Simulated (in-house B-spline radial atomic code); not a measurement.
A calculation on Pr⁸⁺ (an excited or competing configuration): its settings, and results tabulated from the run. Method: Dirac-Hartree-Fock, average of the jj configuration, Fermi nucleus of rms radius 4.8919 fm. Calculated with an all-electron radial atomic-structure program (B-spline basis).

In the input, a minus or plus after the letter marks the j = l - 1/2 or j = l + 1/2 subshell.

Command:
```bash
python run_scf.py task.json out
```
Settings (nuclear radius in fm, mass in u):
```
Z                59
configuration    1s2 2s2 2p6 3s2 3p6 3d10 4s2 4p6 4d10 5s2 5p-2 7p+1
hamiltonian      dirac
method           hf
spin_polarised   False
nucleus          fermi
rms_radius       4.8919
atomic_mass      140.90766
speed_of_light   137.035999084
```

Output (hartree, bohr):
```
 radial grid: 69 intervals, B-splines of order 8, outer radius 28.1609 bohr

 iter        energy (Eh)    residual
    1       -9184.187923    1.44e+00
    2       -9214.745732    6.03e-01
    3       -9219.375746    1.99e-01
    4       -9219.877831    7.31e-02
    5       -9219.935575    2.06e-02
    6       -9219.942717    1.36e-03
    7       -9219.942742    3.42e-04
    8       -9219.942743    2.43e-05
    9       -9219.942743    5.32e-07

 total energy                     -9219.94274
 kinetic                            9918.1485
 electron-nucleus                 -22242.3951
 electron-electron                  3104.3039

 first-order corrections (not in the total)
   Gaunt                             8.7603
   retardation                      -0.9141
   frequency dependence             -0.1028
   self-energy                       6.0392
   Uehling                          -0.9040
   Wichmann-Kroll                    0.0249
   recoil                            0.0237

 orbital      occ     eigenvalue          <r>       <r^2>       <1/r>     <1/r^3>       <r^4>       r_max    small
 1s1/2      2.000     -1557.1081    0.0240893  0.00078937     64.6852           - 1.64685e-06     0.01541  4.78e-02
 2s1/2      2.000      -258.9231     0.102474   0.0124541     15.2994           - 0.000268837     0.08731  1.04e-02
 2p1/2      2.000      -244.3558    0.0861525  0.00915464     15.2403           - 0.000170031     0.06659  1.04e-02
 2p3/2      4.000      -226.5696    0.0924246   0.0104057     13.7612     7488.56 0.000213492     0.07191  9.79e-03
 3s1/2      2.000       -61.7732     0.270801   0.0839187     5.55212           -   0.0106732      0.2486  3.24e-03
 3p1/2      2.000       -55.5562     0.260933   0.0791218     5.45461           -  0.00993511      0.2359  3.17e-03
 3p3/2      4.000       -51.9364     0.273013     0.08642     5.08686     1538.86   0.0117911      0.2472  2.99e-03
 3d3/2      4.000       -41.2255     0.244493   0.0704165     4.94149     252.036  0.00888805      0.1986  2.86e-03
 3d5/2      6.000       -40.4563     0.248262   0.0724647     4.84862     228.715  0.00936721      0.2019  2.81e-03
 4s1/2      2.000       -17.0848     0.615132    0.425889     2.30592           -    0.260731      0.5757  1.00e-03
 4p1/2      2.000       -14.6611     0.630787    0.451031     2.20671           -    0.299512      0.5838  9.39e-04
 4p3/2      4.000       -13.8196     0.657011    0.489093     2.08748     333.472    0.352109      0.6077  8.82e-04
 4d3/2      4.000        -9.7406     0.698368     0.56142     1.88577     46.6387     0.49492       0.623  7.45e-04
 4d5/2      6.000        -9.5814     0.705812    0.572738     1.85911     42.0732     0.51239      0.6308  7.32e-04
 5s1/2      2.000        -5.8181      1.32637     1.95454     1.00907           -     5.26881       1.256  2.85e-04
 5p1/2      2.000        -5.0648      1.41297     2.22246    0.938993           -     6.86034       1.332  2.54e-04
 7p3/2      1.000        -1.5550      4.29152     20.4694    0.314908     11.8671     549.484       4.523  5.74e-05
```

Cost of the run: 1.1 s on 1 thread of Arm Neoverse V1 (shared host).

For the Dirac Hamiltonian the kinetic term is c α·p + (β - 1)c².
